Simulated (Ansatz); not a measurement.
Ansatz (a quantum-chemistry and plane-wave program) input (RPA@PBE/def2-QZVPP):
A basis named .json is the Basis Set Exchange file of that set.

Ansatz 0.2 input:
```yaml
crystal:
  periodic: [false, false, false]
  atoms:
    - {symbol: Lu, position_ang: [-0.00000000, -0.00000000, 0.00000000]}
    - {symbol: F, position_ang: [-1.67716607, -1.03098850, 0.09597601]}
    - {symbol: F, position_ang: [-0.00031508, 1.81255454, -0.77439050]}
    - {symbol: F, position_ang: [1.67748115, -0.78156604, 0.67841450]}
basis:
  gaussian:
    orbitals: def2-QZVPP.json
hamiltonian:
  xc: pbe
magnetization: {spin_polarized: false}
correlation: {method: rpa, electrons: outside_noble_gas}
```

End of the output:

```
integrals: 1.11 GiB planned
2060 factors; integrals over basis functions are off by at most 9.1e-4 eV
mean field: 2.55 GiB planned
mean field evaluation 1: about -41793.9916 eV, gradient 8.8e1 eV
mean field evaluation 2: about -41793.9898 eV, gradient 8.8e1 eV
mean field evaluation 4: about -41803.0124 eV, gradient 2.2e1 eV
mean field evaluation 8: about -41803.6984 eV, gradient 2.4e-1 eV
mean field evaluation 16: about -41803.6984 eV, gradient 1.6e-4 eV
mean field -41803.69843287 eV, -1536.2575818433 hartree, gradient 7.3e-6 eV, S^2 0.000000; 0 other end points of the search recorded, 0 dependent functions left out
23 core orbitals not correlated, not the lowest: weight in the atoms' cores, before any rotation towards them, 0.570 or more for the frozen orbitals, at most 0.424 for the correlated occupied ones
reference -41662.57024661 eV, -1531.0712166587 hartree; 12, 12 occupied and 274, 274 virtual orbitals, 2060 factors
Total energy: -41699.85950017 eV, -1532.4415714511 hartree
```
